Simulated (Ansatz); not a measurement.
Calculated with Ansatz (gas phase, PBE0-D4/def2-TZVP geometries, no zero-point term in ΔE). CBS: MP2 limit from def2 TZ/QZ plus the TZ coupled-cluster correction, frozen cores. Functionals use def2-TZVPP. B3LYP here is the variant with VWN-RPA as its local correlation; programs differ in this. def2 core potentials past Kr. For Sn outer-core shells are correlated without core-valence functions, which leaves a few kJ/mol of doubt a bond. Each species was taken in one conformer, which may not be the lowest.

Consider the cleavage of the Si–Sn bond: `[OH][SnH]([Cl])[SiH2]F` + `CN[SiH2]Cl` → `CN([SiH2]F)[SiH2]Cl` + `[OH][SnH2][Cl]`.

`[OH][SnH]([Cl])[SiH2]F`:

Cartesian coordinates in Å:
```
O 0.263 1.813 1.490
Sn 0.399 0.960 -0.267
Cl 2.643 0.308 -0.505
Si -0.793 -1.323 -0.382
F -2.380 -1.117 -0.328
H 0.594 1.269 2.209
H 0.101 2.233 -1.351
H -0.446 -2.005 -1.651
H -0.379 -2.138 0.785
```

`CN[SiH2]Cl`:

Z-matrix (Å, degrees):
```
C
N 1 1.450
H 1 1.096 2 113.1
H 1 1.093 2 110.8 3 -122.0
H 1 1.093 2 109.4 3 119.9
Si 2 1.697 1 123.8 3 -88.7
H 2 1.008 1 113.6 3 65.8
Cl 6 2.075 2 114.8 1 68.9
H 6 1.479 2 108.8 1 -48.4
H 6 1.479 2 108.1 1 -172.4
```

`CN([SiH2]F)[SiH2]Cl`:

Z-matrix (Å, degrees):
```
C
N 1 1.468
H 1 1.094 2 111.6
H 1 1.093 2 110.9 3 -121.1
H 1 1.093 2 110.5 3 120.0
Si 2 1.711 1 118.9 3 -106.4
Si 2 1.717 1 117.2 3 71.8
F 6 1.601 2 111.9 1 77.7
H 6 1.477 2 108.8 1 -163.8
H 6 1.480 2 109.3 1 -38.7
Cl 7 2.061 2 110.8 1 68.1
H 7 1.477 2 108.7 1 -172.7
H 7 1.481 2 110.7 1 -48.5
```

`[OH][SnH2][Cl]`:

Cartesian coordinates in Å:
```
O -0.849 1.205 0.463
Sn 0.250 -0.386 0.193
Cl -0.258 -1.199 -1.931
H -0.762 1.856 -0.237
H 1.903 0.020 0.159
H -0.284 -1.496 1.353
```

| level | ΔE (kJ/mol) | difference from CCSD(T)/CBS |
| --- | --- | --- |
| PBE-D4 | -37.6 | 18.8 |
| r2SCAN-D4 | -50.8 | 5.6 |
| PBE0-D4 | -45.3 | 11.1 |
| B3LYP-D4 | -50.1 | 6.3 |
| ωB97X-V | -56.0 | 0.4 |
| ωB97M-V | -59.0 | -2.6 |
| B2PLYP | -53.3 | 3.1 |
| PBE | -33.5 | 22.9 |
| r2SCAN | -49.7 | 6.7 |
| PBE0 | -41.9 | 14.5 |
| B3LYP | -43.5 | 12.9 |
| HF/def2-TZVPP | -61.4 | -5.0 |
| MP2/def2-TZVPP | -65.1 | -8.7 |
| SCS-MP2/def2-TZVPP | -64.7 | -8.3 |
| CCSD/def2-TZVPP | -62.1 | -5.7 |
| CCSD(T)/def2-TZVPP | -62.5 | -6.1 |
| HF/def2-QZVPP | -62.2 | -5.8 |
| MP2/def2-QZVPP | -61.8 | -5.4 |
| SCS-MP2/def2-QZVPP | -61.7 | -5.3 |
| HF/CBS(def2) | -62.3 | -5.9 |
| MP2/CBS(def2) | -59.0 | -2.6 |
| CCSD/CBS(def2) | -55.9 | 0.5 |
| CCSD(T)/CBS | -56.4 | 0 |

Largest T1 diagnostic among the species: 0.013.

From PBE to PBE0 (25 % exact exchange), in def2-TZVPP and without D4, ΔE moves by −8.4 kJ/mol. The D4 term adds −6.6 kJ/mol with B3LYP and −3.5 kJ/mol with PBE0; it sums over pairs of atoms, weighted by their polarisabilities, and B3LYP, whose exchange is more repulsive, gets the larger term.
